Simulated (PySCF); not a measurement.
Input for PySCF: R-MP2/6-31G* on GaH4N (SMILES [NH2][GaH2]), a point of a torsion scan.

```python
from pyscf import gto, scf, dft, mp
from pyscf.data.elements import chemcore

mol = gto.M(
    atom='''
    N    -0.91569023   -0.04658913    0.01361008
    Ga    0.75259966    0.35189609   -0.55632164
    H    -1.54523302    0.60973885    0.46233430
    H    -1.47178002   -0.81290869   -0.35146441
    H     1.55342008    1.44797170    0.18877847
    H     1.40788826   -0.48665175   -1.68389129
    ''',
    basis='6-31g*',
    cart=True,
    charge=0, spin=0, verbose=3, max_memory=1800)
mf = scf.RHF(mol)
mf.conv_tol = 1e-8
mf.max_cycle = 100
mf.kernel()
if not mf.converged:
    mf = mf.newton().run(mf.mo_coeff, mf.mo_occ)
pt = mp.MP2(mf, frozen=chemcore(mol)).run()
```

The log:

```
converged SCF energy = -1979.73352281377
E(RMP2) = -1980.14899752029  E_corr = -0.415474706523473
E(SCS-RMP2) = -1980.12707349345  E_corr = -0.393550679685667
```

Self-consistency was reached.

Cost: roughly 1.4 core-seconds.
